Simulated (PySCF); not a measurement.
How exact exchange moves a shielding

Molecule: `InChI=1S/C3H4Cl2Si/c1-2-3-6(4)5/h3,6H,1H2`.

Bonds (- single, = double, # triple, : aromatic): C1=C2 1.306 Å, C2=C3 1.311 Å, C3-Si4 1.852 Å, Si4-Cl5 2.063 Å, Si4-Cl6 2.055 Å. C1 carries H7, H8; C3 carries H9; Si4 carries H10.

GIAO shieldings (ppm, equivalent atoms averaged) in PySCF on the PBE0-D3(BJ)/def2-SVP geometry, basis pcSseg-2, gas phase, non-relativistic:

```tsv
functional	exact exchange (%)	σ(C3)	σ(Si4)	σ(Cl5/Cl6)
BLYP	0	90.0	308.7	838.6
BP86	0	94.5	318.3	846.5
PBE	0	94.5	319.6	846.3
PBE0	25	99.3	337.7	876.8
mPW1PW91	25	98.6	336.5	877.1
BHandHLYP	50	99.9	346.1	893.7
HF	100	111.1	388.6	938.4
```

Q: Fit each shielding as a line in the percentage of exact exchange.

A: σ(C3) = 93.3 + 0.17 x (rms 1.8 ppm); σ(Si4) = 316.2 + 0.71 x (rms 4.2 ppm); σ(Cl5/Cl6) = 846.9 + 0.94 x (rms 4.8 ppm). The functionals also differ in their semilocal parts, which the line can't hold; Hartree–Fock has no correlation at all.

Q: What does the line predict for B3LYP (20 %), and what does the run give?

A: σ(C3): 96.7 predicted, 94.0 computed; σ(Si4): 330.4 predicted, 323.3 computed; σ(Cl5/Cl6): 865.7 predicted, 863.1 computed ppm.
